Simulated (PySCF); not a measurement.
Cadmium: a sound run and one with changed settings

Sound run: Cd⁺ [Kr] 4d10 5s1, Cd²⁺ [Kr] 4d10. Computed with PySCF 2.14 in cc-pVDZ-PP with ECP28MDF (4s4p3d1f, 38 functions), with a scalar-relativistic core potential. In the sound run the correlated levels freeze 4s2 4p6 outside the core potential. The sound run starts from symmetry-adapted Hartree-Fock orbitals and uses a fine grid where one is needed.

Changed run: a valence shell is frozen. This setting is unsound on purpose.

Ionisation energy of Cd⁺:

```tsv
method	sound run (eV)	changed run (eV)
UHF	15.466	15.466
MP2	16.242	15.466
SCS-MP2	16.106	15.466
CCSD	16.156	15.466
CCSD(T)	16.186	15.466
CCSDT	n/a	15.466
FCI	n/a	15.466
```

Freezing a valence shell removes pair correlation that changes on ionisation.

For comparison, NIST gives 16.908 eV between the lowest levels.
